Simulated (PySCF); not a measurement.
Compound: C5H10F2O2.
SMILES with atom numbers: `[CH3:1][CH2:2][O:3][C@H:4]([CH3:5])[O:6][CH:7]([F:8])[F:9]` (hydrogens: H10, H11, H12 on C1; H13, H14 on C2; H15 on C4; H16, H17, H18 on C5; H19 on C7)

The same species was optimised twice, with GFN2-xTB and with PBE0-D3(BJ)/def2-SVP (PySCF), and the same property calculations (PySCF, gas phase) were run on both structures.

| coordinate | GFN2-xTB | PBE0-D3(BJ)/def2-SVP | change |
| --- | --- | --- | --- |
| C4–C5 (Å) | 1.522 | 1.507 | -0.015 |
| C4–O6 (Å) | 1.447 | 1.432 | -0.015 |
| O6–C7 (Å) | 1.335 | 1.344 | +0.009 |
| C1–C2 (Å) | 1.524 | 1.515 | -0.009 |
| C7–F8 (Å) | 1.364 | 1.355 | -0.009 |
| C2–O3 (Å) | 1.424 | 1.416 | -0.008 |
| C7–F9 (Å) | 1.342 | 1.335 | -0.007 |
| O3–C4 (Å) | 1.369 | 1.368 | -0.001 |
| F8–C7–F9 (°) | 105.5 | 107.4 | +1.9 |
| O6–C7–F8 (°) | 112.4 | 111.2 | -1.2 |
| O6–C7–F9 (°) | 109.0 | 107.9 | -1.1 |
| C2–O3–C4 (°) | 117.1 | 116.4 | -0.7 |
| C1–C2–O3 (°) | 113.5 | 112.9 | -0.6 |
| O3–C4–C5 (°) | 108.6 | 109.2 | +0.6 |
| O3–C4–O6 (°) | 109.4 | 109.0 | -0.4 |
| C5–C4–O6 (°) | 110.4 | 110.2 | -0.2 |
| C1–C2–O3–C4 (°) | -88 | -96 | -8 |
| C2–O3–C4–C5 (°) | -171 | -173 | -2 |
| O3–C4–O6–C7 (°) | -152 | -143 | +9 |
| C4–O6–C7–F8 (°) | -85 | -83 | +2 |

Rotational constants: A = 2202, B = 1112, C = 782.4 MHz (GFN2-xTB) against A = 2164, B = 1138, C = 798.2 MHz (PBE0-D3(BJ)/def2-SVP). Point groups within 0.08 Å: C1 and C1.

On the GFN2-xTB structure: HOMO (eV) -8.31 [PBE0/pcSseg-1]; LUMO (eV) 1.21 [PBE0/pcSseg-1]; dipole (D) 3.04 [PBE0/pcSseg-1]; GIAO shielding of C1 (ppm) 167.3 [PBE0/pcSseg-1]; GIAO shielding of C2 (ppm) 113.3 [PBE0/pcSseg-1]; GIAO shielding of O3 (ppm) 229.5 [PBE0/pcSseg-1]; GIAO shielding of C4 (ppm) 76.3 [PBE0/pcSseg-1]; GIAO shielding of C5 (ppm) 161.3 [PBE0/pcSseg-1]; GIAO shielding of O6 (ppm) 167.9 [PBE0/pcSseg-1]; GIAO shielding of C7 (ppm) 63.3 [PBE0/pcSseg-1]; GIAO shielding of F8 (ppm) 257.7 [PBE0/pcSseg-1].

**Question.** What do these properties become on the PBE0-D3(BJ)/def2-SVP structure?

**Answer.** 
```csv
property,level,on GFN2-xTB,on PBE0-D3(BJ)/def2-SVP,change
HOMO (eV),PBE0/pcSseg-1,-8.31,-8.21,+0.10
LUMO (eV),PBE0/pcSseg-1,1.21,1.17,-0.04
dipole (D),PBE0/pcSseg-1,3.04,2.79,-0.25
"energy, GFN2-xTB geometry as zero (kcal/mol)",PBE0/pcSseg-1,0.0,-0.7,-0.7
GIAO shielding of C1 (ppm),PBE0/pcSseg-1,167.3,165.4,-1.9
GIAO shielding of C2 (ppm),PBE0/pcSseg-1,113.3,114.6,+1.3
GIAO shielding of O3 (ppm),PBE0/pcSseg-1,229.5,232.0,+2.5
GIAO shielding of C4 (ppm),PBE0/pcSseg-1,76.3,79.2,+2.9
GIAO shielding of C5 (ppm),PBE0/pcSseg-1,161.3,160.5,-0.8
GIAO shielding of O6 (ppm),PBE0/pcSseg-1,167.9,168.5,+0.6
GIAO shielding of C7 (ppm),PBE0/pcSseg-1,63.3,63.2,-0.1
GIAO shielding of F8 (ppm),PBE0/pcSseg-1,257.7,260.7,+3.0
```

The heavy atoms differ by 0.086 Å rms after alignment. Among bonds between heavy atoms C4–C5 and C4–O6 change most and about equally (-0.015 Å). Changes are differences of the printed values. Neither structure is proved a minimum here.

The values belong to the conformer `[CH3:1][CH2:2][O:3][C@H:4]([CH3:5])[O:6][CH:7]([F:8])[F:9]`: C1–C2–O3–C4 -96°, C2–O3–C4–C5 -173°, O3–C4–O6–C7 -143°, C4–O6–C7–F8 -83°.
